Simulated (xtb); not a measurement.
Al(Cl)(F)(NHMe) (CH4AlClFN), SMILES [NH]([Al]([Cl])[F])C. All values are semi-empirical tight-binding results from xtb (GFN2-xTB unless named), good for trends rather than for accurate numbers. Coordinates come from a GFN2-xTB optimisation. The structure was generated by enumeration; whether it is a known compound was not checked. One conformer was computed; it need not be the lowest.

For metal compounds this method's bond lengths and energies can be far off.

Computed properties:
```yaml
point_group_as_xtb_finds_it: Cs
orbital_gap: 3.22 eV
zero_point_energy: 35.4 kcal/mol
G − E(el) at 298.15 K (modified RRHO): 15.2 kcal/mol
```
